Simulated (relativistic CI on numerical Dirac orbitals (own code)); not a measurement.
## Ru⁴⁺: 4d valence photoemission

Computed with this model: Dirac-Coulomb-Breit CI, orbitals from a KLI potential per configuration, QED by a radiative potential, valence Slater integrals scaled by 0.9, multiplet model of photoemission in the sudden approximation; configurations [Kr] 4d4 → [Kr] 4d3; 300 K; Lorentzian 0.3 eV and Gaussian 0.5 eV FWHM. Energies are those of the free ion, without screening or charge transfer. The energies are binding energies and can lie tens of eV above those of solids. S is read from ⟨S²⟩ = S(S + 1).

Field parameters in Wybourne normalisation: Oh B⁴₀ = 21Dq, B⁴₄ = √(5/14) B⁴₀. The field is a parameter set, without covalency.

Computed curve for free ion, scaled to 100 at the maximum (points under 2 are left out and the grid is thinned):

```tsv
Energy (eV)	Intensity
57.7	2.1
57.8	2.5
57.9	2.9
58.1	4.0
58.2	5.0
58.3	6.3
58.4	8.4
58.5	11.6
58.7	25.6
58.8	38.4
58.9	55.3
59.0	74.2
59.1	90.8
59.3	98.8
59.4	87.6
59.5	70.3
59.6	51.9
59.7	36.2
59.9	17.1
60.0	12.6
60.1	10.1
60.2	9.0
60.4	10.2
60.5	13.0
60.6	17.7
60.7	24.2
60.8	31.5
61.0	40.6
61.1	39.2
61.2	34.2
61.3	27.5
61.4	20.9
61.6	12.1
61.7	9.6
61.8	7.9
61.9	6.5
62.0	5.2
62.2	3.3
62.3	2.7
62.4	2.2
```

The ground state has S = 1.98, and the centroid lies at 59.79 eV.
